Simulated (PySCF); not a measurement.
CH9NSi4, SMILES [SiH3][SiH2][Si@H]1C=N[SiH2]1.

Coordinates come from a B3LYP-D3(BJ)/def2-SVP optimisation. The structure was generated by enumeration; whether it is a known compound was not checked. One conformer was computed; it need not be the lowest.

Two levels are set side by side: PBE/def2-TZVP (PySCF) and PBE0/def2-TZVP (PySCF). Same geometry, gas phase. Differences are taken from unrounded values.

```tsv
quantity	PBE0	PBE	PBE minus PBE0
orbital gap (eV)	5.38	3.07	-2.31
highest occupied level (eV)	-6.69	-5.45	1.25
lowest empty level (eV)	-1.31	-2.38	-1.06
dipole moment (D)	1.71	1.53	-0.18
```

PBE's occupied levels lie high since its potential decays too fast outside the molecule; exact exchange lowers them and widens the gap. Differences between two approximate levels are no errors against the true value.

Rough cost on one machine, each run with all the roots and properties that it gave: PBE0 against PBE within a factor of 2.
